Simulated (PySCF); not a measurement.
Species: C5H6O4.
Numbering: `[CH3:1][CH:2]=[C:3]([O:4][CH:5]=[O:6])[O:7][CH:8]=[O:9]` (hydrogens: H10, H11, H12 on C1; H13 on C2; H14 on C5; H15 on C8)

Computed, not measured: TDDFT CAM-B3LYP/def2-SVPD, vertical, gas phase, core orbitals frozen in the response in PySCF. The structure is a single GFN2-xTB conformer in the gas phase; no vibrational or solvent corrections. Torsions of this conformer, `[CH3:1][CH:2]=[C:3]([O:4][CH:5]=[O:6])[O:7][CH:8]=[O:9]`: C2–C3–O4–C5 -142°, C3–O4–C5–O6 6°, C2–C3–O7–C8 -143°, C3–O7–C8–O9 5°.

```
state  E (eV)  E (hartree)       f  main configurations (H = HOMO, L = LUMO)
   S1    5.53       0.2032   0.110     H→L (49%), H-2→L (27%), H-1→L+1 (12%)
   S2    5.71       0.2099  0.0006   H-1→L (52%), H-2→L+1 (20%), H→L+1 (10%)
   S3    6.17       0.2269   0.243     H→L (48%), H-2→L (30%), H-1→L+1 (13%)
   S4    6.71       0.2465   0.020                  H→L+1 (84%), H-1→L (10%)
   S5    6.99       0.2567   0.029                               H→L+2 (86%)
   S6    7.52       0.2765   0.130                  H→L+3 (65%), H→L+5 (16%)
   S7    7.77       0.2856  0.0092   H-1→L+1 (21%), H→L+5 (16%), H-1→L (14%)
   S8    7.79       0.2863   0.043   H→L+5 (36%), H-2→L+1 (22%), H-1→L (14%)
```

Triplets (Tamm–Dancoff): T1 4.01 eV, H→L (70%), H→L+5 (18%); T2 5.18 eV, H-1→L (35%), H-2→L+1 (24%), H-2→L (17%); T3 5.20 eV, H-2→L (33%), H-1→L+1 (25%), H-1→L (15%).

The lowest singlet comes at 224 nm (534 kJ/mol) in the ultraviolet; it is of moderate strength; its leading configuration is HOMO→LUMO (49%). The most intense listed level is S3 at 6.17 eV (201 nm, f = 0.243), 0.64 eV above S1. Löwdin shares by element: HOMO carbon 52% or more, oxygen 22% or more (atoms not listed hold the other 25%); LUMO carbon 43% or more, oxygen 12% or more (atoms not listed hold the other 44%). Weighted by f, the mean energy of these states is 6.56 eV. Orbital energies (eV): HOMO-3 -11.67, HOMO-2 -10.35, HOMO-1 -10.25, HOMO -8.63, LUMO 0.03, LUMO+1 1.03, LUMO+2 1.30. The listed states span 2.26 eV. The window holds the lowest 8 singlets.
